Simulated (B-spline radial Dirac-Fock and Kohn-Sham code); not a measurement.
Model: the Dirac equation of a negative muon with reduced mass in the field of a spherical finite nucleus, with the Uehling potential to all orders; nuclear polarisation, deformation, hyperfine structure, self-energy, higher-order vacuum polarisation, relativistic recoil and electron screening are left out. Program: a B-spline atomic structure program. The nuclear charge is a Fermi distribution (skin thickness 2.3 fm).

Q: A muonic atom of atomic mass 158.93 u emits these computed lines: 2p3/2 → 1s1/2 4508 keV, 3d5/2 → 2p3/2 1536 keV, 4f7/2 → 3d5/2 550.4 keV, 5g9/2 → 4f7/2 253.5 keV. Which element is it, and what rms charge radius was used?

A: Europium (Z = 63, nuclide ¹⁵⁹Eu); the high transitions hardly feel the nucleus and fix Z. The 2p → 1s line lies 4484 keV below the value for a point nucleus without QED, which for this nuclear model gives a radius near 5.15 fm (5.1498 fm was used).
